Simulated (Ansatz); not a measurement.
PBE exchange is replaced step by step with exact exchange (0 % is PBE, 25 % PBE0; no dispersion term), basis def2-TZVP, Ansatz. System: the cluster Ba2S2⁺. Charge 1, multiplicity 2. Geometry: PBE-D4/def2-SVP, each spin state at its own.

The relaxed quartet has other bonds than the doublet, so its gap is one between isomers.

Geometry of the doublet:

Cartesian coordinates in Å:
```
Ba 2.331 -0.104 0.005
Ba -2.332 0.082 -0.011
S 0.022 0.424 -1.531
S -0.021 -0.401 1.538
```

In the def2 sets Ba takes a core potential; there is no spin–orbit coupling. The structure comes from a short search, and lower isomers may exist.

HOMO and LUMO are taken over both spins.

```json
{"exact exchange (%)": "0", "HOMO (eV)": "-8.04", "LUMO (eV)": "-7.18", "gap (eV)": "0.86", "⟨S²⟩": "0.755", "quartet − doublet (kJ/mol)": "265.1"}
{"exact exchange (%)": "5", "HOMO (eV)": "-8.23", "LUMO (eV)": "-7.00", "gap (eV)": "1.23", "⟨S²⟩": "0.756", "quartet − doublet (kJ/mol)": "269.9"}
{"exact exchange (%)": "10", "HOMO (eV)": "-8.42", "LUMO (eV)": "-6.82", "gap (eV)": "1.60", "⟨S²⟩": "0.757", "quartet − doublet (kJ/mol)": "274.8"}
{"exact exchange (%)": "15", "HOMO (eV)": "-8.60", "LUMO (eV)": "-6.63", "gap (eV)": "1.97", "⟨S²⟩": "0.759", "quartet − doublet (kJ/mol)": "279.7"}
{"exact exchange (%)": "35", "HOMO (eV)": "-9.38", "LUMO (eV)": "-5.90", "gap (eV)": "3.48", "⟨S²⟩": "0.766", "quartet − doublet (kJ/mol)": "299.8"}
{"exact exchange (%)": "50", "HOMO (eV)": "-9.99", "LUMO (eV)": "-5.36", "gap (eV)": "4.63", "⟨S²⟩": "0.773", "quartet − doublet (kJ/mol)": "314.6"}
```

Fit a straight line to the column «quartet − doublet (kJ/mol)» against the share of exact exchange and predict its value at 25 %.

With x = exact exchange (%) and y = quartet − doublet (kJ/mol): mean x = 19.17, mean y = 284; Σ(x − x̄)(y − ȳ) = 1858, Σ(x − x̄)² = 1871; slope b = 0.9931, intercept a = ȳ − b·x̄ = 265. The residuals of the fitted rows reach 0.2. At x = 25 the line gives 265 + (0.9931 × 25) = 289.8; the run gave 289.7, 0.1 less than the line.
